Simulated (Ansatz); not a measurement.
Cost and result for the atomization energy of C$_{2}$H$_{14}$N$_{2}$O$_{2}$Si$_{3}$, SMILES `CN(C)[Si](N)(O[SiH3])O[SiH3]` (23 atoms, 22 bonds).

Cartesian coordinates in Å:
```
C -0.8585 -2.0359 -0.5512
N -0.4025 -1.2170 0.5451
C 0.1833 -1.9783 1.6234
Si -0.2306 0.4707 0.4744
N -0.5403 1.1539 1.9952
O -1.2174 0.9500 -0.7385
Si -1.5118 2.2448 -1.6890
O 1.2757 1.0137 0.1149
Si 2.5827 0.5556 -0.7499
H -0.0358 -2.6050 -1.0076
H -1.3191 -1.4200 -1.3225
H -1.6059 -2.7618 -0.2057
H 1.0673 -2.5422 1.2936
H -0.5382 -2.7017 2.0252
H 0.4831 -1.3162 2.4369
H -0.0497 1.9778 2.2974
H -1.4230 1.0376 2.4616
H -1.8982 3.4228 -0.8672
H -0.3096 2.5938 -2.4912
H -2.6283 1.8991 -2.6037
H 2.8655 -0.8912 -0.5464
H 2.3628 0.7972 -2.2007
H 3.7487 1.3524 -0.2942
```

Charge 0, multiplicity 1. All single points use the PBE0-D4/def2-TZVP geometry. It is one conformer, not always the lowest. Program: Ansatz. All runs use 6 threads of an AMD EPYC 7R13 on a shared host and a share of an NVIDIA H100 80 GB. Times are those of one run each, without the atoms' runs, and a repeat can differ threefold. Electronic energies, without spin–orbit coupling; frozen cores. CCSD(T)/CBS adds CCSD(T) − MP2 in def2-TZVPP to the MP2 limit, and its time is that of the two runs behind it. T1 = 0.011. B3LYP takes the VWN-RPA correlation (the form of Gaussian; ORCA's B3LYP/G). HSE06 is the plane-wave form, built on full-range PBE exchange.

CCSD(T)/CBS is a level of theory with its own doubt, some kJ/mol a heavy atom from the limit and from the frozen cores, so smaller differences don't rank the functionals.

```tsv
level	functions	wall time
BLYP-D4/def2-TZVPP	508	1.8 s
LDA (SPW92)/def2-TZVPP	508	1.9 s
CCSD(T)/def2-SVP	208	2.1 s
PBE-D4/def2-TZVPP (with forces)	508	2.2 s
B3LYP-D4/def2-TZVPP (with forces)	508	2.5 s
HSE06-D4/def2-TZVPP	508	2.5 s
PBE-QIDH/def2-TZVPP	508	3 s
B97M-V/def2-TZVPP	508	3.2 s
BHLYP-D4/def2-TZVPP	508	3.7 s
ωB97X-V/def2-TZVPP	508	4 s
MP2/def2-QZVPP	972	7.5 s
CCSD(T)/def2-TZVPP	508	41 s
CCSD(T)/CBS(def2)	–	48 s
```

Problem. What atomization energy does each give, and how far from CCSD(T)/CBS? (Best estimate.)

Solution. The calculation gave: 
| level | atomization (kJ/mol) | difference from CCSD(T)/CBS | per bond |
| --- | --- | --- | --- |
| BLYP-D4/def2-TZVPP | 8560.0 | -47.6 | -2.2 |
| LDA (SPW92)/def2-TZVPP | 9692.8 | 1085.2 | 49.3 |
| CCSD(T)/def2-SVP | 7990.3 | -617.3 | -28.1 |
| PBE-D4/def2-TZVPP (with forces) | 8634.9 | 27.3 | 1.2 |
| B3LYP-D4/def2-TZVPP (with forces) | 8597.6 | -10.0 | -0.5 |
| HSE06-D4/def2-TZVPP | 8529.0 | -78.6 | -3.6 |
| PBE-QIDH/def2-TZVPP | 8485.3 | -122.3 | -5.6 |
| B97M-V/def2-TZVPP | 8592.5 | -15.1 | -0.7 |
| BHLYP-D4/def2-TZVPP | 8403.7 | -203.9 | -9.3 |
| ωB97X-V/def2-TZVPP | 8632.7 | 25.1 | 1.1 |
| MP2/def2-QZVPP | 8613.1 | 5.5 | 0.3 |
| CCSD(T)/def2-TZVPP | 8363.2 | -244.4 | -11.1 |
| CCSD(T)/CBS(def2) | 8607.6 | 0.0 | 0.0 |

From r2SCAN to r2SCAN0 (25 % exact exchange), in def2-TZVPP and without D4, the atomization energy moves by −111.2 kJ/mol: exact exchange takes away binding that semilocal exchange gives to molecules. The D4 term adds +106.6 kJ/mol with B3LYP and +58.7 kJ/mol with PBE0; it sums over pairs of atoms, weighted by their polarisabilities, and B3LYP, whose exchange is more repulsive, gets the larger term. In def2-TZVPP, CCSD(T) changes the Hartree–Fock value by +2090.2 kJ/mol (the triples alone add +107.1 kJ/mol) and MP2 by +2192.4 kJ/mol; breaking electron pairs costs correlation energy, which Hartree–Fock lacks.
